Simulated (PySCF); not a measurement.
A TDDFT job was run through a driver script with this input:

```
{"job": {"kind": "uv", "xc": "B3LYP", "basis": "def2-SVPD", "nstates": 8, "ntriplets": 3}, "charge": 0, "multiplicity": 1}
N     -2.174747     1.282006    -0.042349
B     -2.133096    -0.334078    -0.392757
C     -0.554806    -0.665277    -0.613387
C      0.278732    -0.677799     0.666403
C      1.774649    -0.863779     0.405167
Si     2.575431     0.551003    -0.577561
H     -1.575320     1.431543     0.762105
H     -1.809035     1.789274    -0.840273
H     -3.122412     1.576625     0.160764
H     -2.613150    -0.876846     0.552797
H     -2.780540    -0.458468    -1.385674
H     -0.108976     0.061335    -1.303812
H     -0.439909    -1.639597    -1.093324
H     -0.081514    -1.484171     1.311403
H      0.142824     0.258420     1.221687
H      1.925143    -1.805682    -0.127266
H      2.292548    -0.968279     1.363299
H      2.347489     0.439373    -2.019541
H      2.030460     1.841437    -0.124310
H      4.021084     0.553640    -0.336104
```

Its output, with some lines taken out ([cut]) and without the SCF cycles:

```
converged SCF energy = -491.6532657690

[cut]

Singlet excitations
state   eV       nm        f      main configurations
  1   5.8545    211.8   0.00287   H->L 0.99
  2   6.0622    204.5   0.00353   H-1->L 0.99
[cut]
  4   7.0329    176.3   0.03804   H->L+1 0.95
[cut]
  6   7.3271    169.2   0.00751   H-1->L+1 0.71, H-3->L 0.22
[cut]
[cut]

Triplet excitations (Tamm-Dancoff, eV): 5.7885 5.9785 6.7318
```

Method used: TDDFT B3LYP/def2-SVPD, vertical, gas phase, core orbitals frozen in the response (PySCF). One conformer (not necessarily the lowest) at the GFN2-xTB geometry, without solvent, vibrations or thermal averaging.

Question: What stood in the cut lines?

Answer: 
```
Static polarisability (au): isotropic 93.292, principal 83.491 89.244 107.141
  3   6.7819    182.8   0.00043   H-2->L 0.98
  5   7.2239    171.6   0.01023   H->L+2 0.71, H->L+3 0.24
  7   7.3974    167.6   0.01274   H-3->L 0.68, H-1->L+1 0.22
  8   7.4032    167.5   0.01496   H->L+3 0.61, H->L+4 0.21, H->L+2 0.13
```

Question: Give the mean polarisability in Å³.

Answer: 93.29 au × 0.148185 = 13.82 Å³.

Question: What transition dipole goes with state 4?

Answer: |μ|² = 3f / (2ΔE) = 3 × 0.0380 / (2 × 0.2585) = 0.221 au, so |μ| = 1.19 D.

Question: Which orbital energies lie behind H and L?

Answer: HOMO -7.24 eV and LUMO -0.52 eV, a gap of 6.72 eV; state 1 differs from that by -0.86 eV.

Question: Write the structure that the coordinates describe.

Answer: `[NH3+][BH2-]CCC[SiH3]` (C3H14BNSi), point group C1.

H and L stand for HOMO and LUMO.

Conformer computed: `[NH3+:1][BH2-:2][CH2:3][CH2:4][CH2:5][SiH3:6]`: N1–B2–C3–C4 73°, B2–C3–C4–C5 -175°, C3–C4–C5–Si6 64°.
